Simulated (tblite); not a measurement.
Species: C3H10P2Si2.
SMILES with atom numbers: `[CH2:1]1[CH2:2][CH:3]1[SiH:4]1[PH:5][SiH2:6][PH:7]1` (hydrogens: H8, H9 on C1; H10, H11 on C2; H12 on C3; H13 on Si4; H14 on P5; H15, H16 on Si6; H17 on P7)

Computed with GFN2-xTB (tblite), gas phase: Langevin dynamics at 600 K from the optimised GFN2-xTB geometry, time step 0.5 fs, friction 0.01 fs⁻¹, 2000 steps. The instantaneous temperature is 2·E(kin)/(3Nk) with all 3N coordinates.

| t (fs) | T (K) | E(pot) above start (eV) | C1–C2 (Å) | C2–C3 (Å) | C3–Si4 (Å) | Si4–P5 (Å) | P5–Si6 (Å) | C1–H8 (Å) | C2–C3–Si4–P5 (°) |
| --- | --- | --- | --- | --- | --- | --- | --- | --- | --- |
| 0 | 518 | 0.000 | 1.489 | 1.501 | 1.881 | 2.271 | 2.261 | 1.080 | -112 |
| 25 | 336 | 0.834 | 1.514 | 1.494 | 1.892 | 2.327 | 2.309 | 1.128 | -111 |
| 50 | 544 | 1.233 | 1.542 | 1.561 | 1.927 | 2.217 | 2.345 | 1.053 | -114 |
| 75 | 436 | 1.568 | 1.566 | 1.523 | 1.827 | 2.310 | 2.242 | 1.035 | -119 |
| 100 | 502 | 1.197 | 1.507 | 1.529 | 1.978 | 2.347 | 2.258 | 1.105 | -123 |
| 125 | 540 | 1.098 | 1.500 | 1.530 | 1.854 | 2.329 | 2.330 | 1.102 | -114 |
| 150 | 549 | 1.165 | 1.478 | 1.505 | 1.870 | 2.141 | 2.203 | 1.056 | -111 |
| 175 | 612 | 1.651 | 1.451 | 1.402 | 1.903 | 2.316 | 2.289 | 1.065 | -112 |
| 200 | 716 | 1.099 | 1.504 | 1.455 | 1.881 | 2.381 | 2.307 | 1.072 | -111 |
| 225 | 707 | 1.237 | 1.460 | 1.548 | 1.938 | 2.249 | 2.193 | 1.095 | -119 |
| 250 | 549 | 1.385 | 1.416 | 1.492 | 1.831 | 2.296 | 2.363 | 1.051 | -132 |
| 275 | 693 | 1.209 | 1.494 | 1.507 | 1.980 | 2.364 | 2.345 | 1.144 | -133 |
| 300 | 734 | 1.288 | 1.506 | 1.486 | 1.769 | 2.241 | 2.246 | 1.096 | -131 |
| 325 | 444 | 1.506 | 1.486 | 1.504 | 1.911 | 2.143 | 2.350 | 1.038 | -141 |
| 350 | 643 | 1.038 | 1.486 | 1.470 | 1.867 | 2.269 | 2.276 | 1.139 | -149 |
| 375 | 533 | 1.402 | 1.490 | 1.528 | 2.057 | 2.320 | 2.242 | 1.172 | -163 |
| 400 | 679 | 1.363 | 1.479 | 1.526 | 1.865 | 2.359 | 2.402 | 1.052 | -162 |
| 425 | 657 | 1.538 | 1.465 | 1.493 | 2.015 | 2.283 | 2.297 | 0.997 | -164 |
| 450 | 786 | 0.968 | 1.524 | 1.502 | 1.858 | 2.262 | 2.237 | 1.104 | -156 |
| 475 | 656 | 1.506 | 1.552 | 1.528 | 1.981 | 2.237 | 2.191 | 1.157 | -148 |
| 500 | 749 | 1.164 | 1.515 | 1.490 | 1.807 | 2.280 | 2.283 | 1.081 | -146 |
| 525 | 625 | 1.282 | 1.437 | 1.516 | 1.946 | 2.258 | 2.235 | 1.099 | -153 |
| 550 | 818 | 0.924 | 1.486 | 1.494 | 1.946 | 2.259 | 2.320 | 1.122 | -148 |
| 575 | 696 | 1.472 | 1.518 | 1.474 | 2.004 | 2.319 | 2.309 | 1.040 | -163 |
| 600 | 530 | 1.501 | 1.451 | 1.524 | 2.049 | 2.334 | 2.215 | 1.133 | -168 |
| 625 | 493 | 1.265 | 1.468 | 1.492 | 1.917 | 2.360 | 2.289 | 1.060 | -147 |
| 650 | 387 | 1.399 | 1.496 | 1.452 | 1.941 | 2.277 | 2.227 | 1.054 | -133 |
| 675 | 618 | 0.969 | 1.516 | 1.488 | 1.947 | 2.296 | 2.300 | 1.089 | -139 |
| 700 | 594 | 1.073 | 1.515 | 1.499 | 1.902 | 2.224 | 2.208 | 1.102 | -140 |
| 725 | 536 | 1.180 | 1.483 | 1.494 | 1.916 | 2.276 | 2.294 | 1.085 | -136 |
| 750 | 520 | 1.215 | 1.461 | 1.470 | 1.809 | 2.317 | 2.296 | 1.061 | -126 |
| 775 | 588 | 1.036 | 1.482 | 1.533 | 1.971 | 2.262 | 2.212 | 1.143 | -123 |
| 800 | 616 | 1.066 | 1.495 | 1.520 | 1.826 | 2.386 | 2.273 | 1.123 | -127 |
| 825 | 550 | 1.158 | 1.467 | 1.528 | 1.899 | 2.258 | 2.217 | 0.983 | -142 |
| 850 | 492 | 1.181 | 1.467 | 1.542 | 1.882 | 2.260 | 2.358 | 1.082 | -139 |
| 875 | 568 | 0.863 | 1.550 | 1.561 | 1.878 | 2.285 | 2.354 | 1.162 | -122 |
| 900 | 645 | 0.905 | 1.566 | 1.536 | 1.883 | 2.319 | 2.216 | 1.078 | -122 |
| 925 | 520 | 1.109 | 1.457 | 1.561 | 1.845 | 2.299 | 2.218 | 1.047 | -134 |
| 950 | 480 | 1.087 | 1.610 | 1.511 | 1.876 | 2.230 | 2.367 | 1.084 | -123 |
| 975 | 605 | 1.000 | 1.597 | 1.507 | 1.891 | 2.222 | 2.316 | 1.064 | -122 |
| 1000 | 521 | 1.431 | 1.397 | 1.524 | 1.807 | 2.293 | 2.246 | 1.107 | -135 |

Task: From 500 fs on, how do temperature and potential energy compare with equipartition?

Result: The mean temperature of these 21 frames is 579 K against the target 600 K, and the mean potential energy 1.16 eV against 45 × kT/2 = 1.16 eV for 45 classical harmonic modes. For 17 atoms in a canonical ensemble the temperature itself scatters by T·√(2/(3N)) = 119 K; here its standard deviation is 94 K. The whole run lasts only 10 friction times of 100 fs, so these averages carry a wide statistical error.

Task: What are the kinetic and total energies of the listed frame with the highest potential energy?

Result: The one at 175 fs, 1.651 eV above the start. Its kinetic energy is 3NkT/2 = 1.346 eV at 612 K, so the sum is 3.00 eV; over the listed frames the sum runs from 1.14 to 3.00 eV, since the thermostat adds and removes energy.

Task: How much do the listed bonds fluctuate from 500 fs on?

Result: 
```tsv
bond	at the start (Å)	mean (Å)	standard deviation (Å)
C1–C2	1.489	1.497	0.051
C2–C3	1.501	1.510	0.028
C3–Si4	1.881	1.902	0.063
Si4–P5	2.271	2.286	0.042
P5–Si6	2.261	2.274	0.051
C1–H8	1.080	1.086	0.039
```

The motion is classical and holds no zero-point motion.

The cost below is that of the whole dynamics run. On one thread, Intel Xeon Platinum 8488C (x86_64), on a shared host, this took 27 s wall and 0.18 GiB of memory at its peak.
